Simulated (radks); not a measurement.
Results of a calculation; reference values are marked as such.
Task: Ce+, 57 electrons, occupied as [Kr] 4d10 4f1 5s1.75 5p6 5d2.25 (fractional occupations, a model configuration). Code: a radial shooting solver on a logarithmic mesh with Libxc functionals. Model: scalar-relativistic Kohn-Sham, PBE, spin-polarised, spherical densities, point nucleus; open shells are filled with parallel spins first (spin-orbit coupling, left out, can overturn this in heavy ions). Some entries of the table are withheld. Estimate them.

| orbital | occ. | eigenvalue (eV) | <r> (bohr) | <r^2> (bohr^2) |
|---|---|---|---|---|
| 1s up | 1 | -40276.03 | 0.02457 | 0.0008207 |
| 1s down | 1 | -40276.01 | 0.02457 | 0.0008207 |
| 2s up | 1 | -6452.604 | 0.1052 | 0.01306 |
| 2s down | 1 | -6452.524 | 0.1052 | 0.01306 |
| 2p up | 3 | -5779.202 | 0.09237 | 0.01041 |
| 2p down | 3 | -5779.139 | 0.09236 | 0.01041 |
| 3s up | 1 | -1393.222 | 0.2787 | 0.08871 |
| 3s down | 1 | -1392.927 | 0.2786 | 0.08868 |
| 3p up | 3 | -1179.090 | 0.2767 | 0.08875 |
| 3p down | 3 | -1178.791 | 0.2767 | 0.08871 |
| 3d up | 5 | -874.9899 | 0.2536 | 0.07582 |
| 3d down | 5 | -874.7274 | 0.2536 | 0.07578 |
| 4s up | 1 | -285.9710 | 0.6373 | 0.4580 |
| 4s down | 1 | -285.1053 | 0.6372 | 0.4579 |
| 4p up | 3 | -216.0713 | 0.6747 | 0.5173 |
| 4p down | 3 | -215.2018 | 0.6746 | 0.5171 |
| 4d up | 5 | -115.4787 | 0.7440 | 0.6418 |
| 4d down | 5 | -114.5801 | 0.7435 | 0.6408 |
| 5s up | 1 | -45.5486 | 1.522 | 2.601 |
| 5s down | 0.75 | -44.1424 | 1.516 | 2.582 |
| 5p up | 3 | -28.2813 | 1.766 | (1) |
| 5p down | 3 | -26.7453 | 1.759 | (2) |
| 4f up | 1 | -10.3722 | 1.106 | 1.624 |
| 4f down | 0 | -9.2631 | 1.092 | 1.576 |
| 6s up | 0 | -8.0903 | 4.018 | 18.15 |
| 5d up | 2.25 | -8.0386 | 2.753 | 8.928 |
| 5d down | 0 | -6.4591 | 2.797 | 9.255 |
| 6p up | 0 | -5.1099 | 5.111 | 29.37 |

Result: 
(1) 5p up <r^2> (bohr^2): 3.531
(2) 5p down <r^2> (bohr^2): 3.508
